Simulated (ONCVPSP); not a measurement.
holmium (Ho): ONCV pseudisation with PBEsol, scalar-relativistic reference atom.

* Element: holmium
* Generator: ONCVPSP 4.0.1
* Type: optimised norm-conserving Vanderbilt (ONCV)
* Functional: PBEsol
* Relativity: scalar-relativistic
* Frozen core: [Kr] 4d10
* Valence charge: 21
* Reference configuration: 4f11 5s2 5p6 6s1 6p1
* Partial waves: 5s+6s: rc 2.35 bohr, ncon 4, nbas 8, qcut 5 1/bohr, 2 projectors; 5p+6p: rc 2.20 bohr, ncon 4, nbas 7, qcut 7.3 1/bohr, 2 projectors; d scattering state at 0.3 Ha: rc 2.10 bohr, ncon 4, nbas 8, qcut 4 1/bohr, 2 projectors, debl 0.7 Ha; 4f: rc 0.65 bohr, ncon 3, nbas 7, qcut 18.8 1/bohr, local
* Local potential: the f channel
* Core correction: Teter function, fcfact 5, rcfact 1.25

In the d channel the program set the typed energies aside and used 0.050, 0.750 Ha.

All-electron outer shells of the reference configuration (PBEsol, scalar-relativistic, ld1.x):

| shell | level (eV) | outermost node (bohr) | outermost maximum (bohr) |
| --- | --- | --- | --- |
| 4d | -160.50 | 0.25 | 0.53 |
| 5s | -51.95 | 0.61 | 1.13 |
| 5p | -27.41 | 0.66 | 1.29 |
| 4f | -4.66 | – | 0.53 |
| 6s | -4.62 | 1.54 | 3.35 |
| 6p | -1.79 | 1.88 | 4.69 |

Task: Does the generator finish with these settings?

Result: Yes, a potential is produced and its reference levels are reproduced.

Task: Does the potential have ghost states?

Result: Ghosts flagged at negative energy: s at -860.5 eV, s at -15.9 eV, p at -628.4 eV, d at -163.6 eV; no localised positive-energy state flagged. A true bound ghost makes a file unfit for plane-wave use.

Tests left out (the all-electron energies of this program are off by 10 to 40 meV for near-neutral 4f atoms).
